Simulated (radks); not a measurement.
Results of a calculation; reference values are marked as such.
Question: Coherent X-ray form factor from a spherical all-electron density. Level of theory: scalar-relativistic Kohn-Sham, PBE, spin-unpolarised, spherical densities, point nucleus (a radial shooting solver on a logarithmic mesh with Libxc functionals).

sin(theta)/lambda (1/angstrom),f0 (electrons)
0.05,50.855
0.1,50.425
0.15,49.721
0.2,48.763
0.25,47.577
0.3,46.191
0.4,42.964
0.5,39.369
0.6,35.682
0.8,28.883
1,23.603
1.25,19.242
1.5,16.579
2,13.104

The species is in the configuration that NIST lists as its ground one. Which atom or ion scatters so?

Answer: The ytterbium ion Yb19+, [Kr] 4d10 4f5. Extrapolating in s^2 from the first two rows gives f0(0) = 51.0, near the electron count 51; among species with that count, the fall with angle is slower the higher Z, and the table is that of Z = 70; from so few rows the species is fixed only to a neighbour or two.
